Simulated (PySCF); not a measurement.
CH4AlClFN, SMILES C[NH][Al]([F])[Cl]. Atoms are numbered in the order given.

```xyz
9

Al    -0.2496    -0.1167     0.0000
Cl     0.5396    -2.0631     0.0000
F     -1.9085     0.1009     0.0000
N      0.8190     1.2926     0.0000
C      0.4481     2.7001     0.0000
H      1.8323     1.1460     0.0000
H      0.8245     3.2424     0.8974
H      0.8245     3.2424    -0.8974
H     -0.6557     2.8026     0.0000
```
Charge 0, spin multiplicity 1.

Geometry optimised at PBE-D3(BJ)/def2-SVP. The structure was generated by enumeration; whether it is a known compound was not checked. One conformer was computed; it need not be the lowest.

Level of theory: PBE-D3(BJ)/def2-SVP (PySCF).

Frequencies are harmonic and unscaled.

| mode | ν (cm⁻¹) | IR (km/mol) | moving atoms (share of kinetic energy) |
|---|---|---|---|
| 1 | 99 | 1.2 | C 27 %, F 24 %, H 17 %, Cl 15 %, Al 14 % |
| 2 | 105 | 0.4 | H 30 %, N 28 %, C 21 %, Al 11 %, Cl 10 % |
| 3 | 158 | 0.5 | H 91 % |
| 4 | 180 | 17.6 | F 47 %, Cl 20 %, Al 11 %, C 10 %, N 9 % |
| 5 | 239 | 45.0 | Al 64 %, N 16 %, F 14 % |
| 6 | 295 | 6.4 | Cl 27 %, N 27 %, C 20 %, H 13 % |
| 7 | 499 | 56.0 | Cl 32 %, Al 23 %, N 21 %, F 19 % |
| 8 | 510 | 78.0 | H 89 %, N 11 % |
| 9 | 733 | 83.6 | Al 45 %, N 22 %, C 10 %, F 9 %, H 9 % |
| 10 | 882 | 110.6 | Al 48 %, F 41 % |
| 11 | 1046 | 25.8 | H 85 %, C 10 % |
| 12 | 1098 | 0.3 | H 76 %, C 19 % |
| 13 | 1136 | 110.7 | N 44 %, C 35 %, H 19 % |
| 14 | 1338 | 44.5 | H 65 %, N 23 %, C 11 % |
| 15 | 1401 | 21.6 | H 86 %, C 14 % |
| 16 | 1417 | 2.1 | H 97 % |
| 17 | 1444 | 5.8 | H 96 % |
| 18 | 2924 | 97.7 | H 97 % |
| 19 | 2982 | 35.8 | H 90 %, C 10 % |
| 20 | 3050 | 12.9 | H 91 %, C 9 % |
| 21 | 3506 | 19.7 | H 93 % |
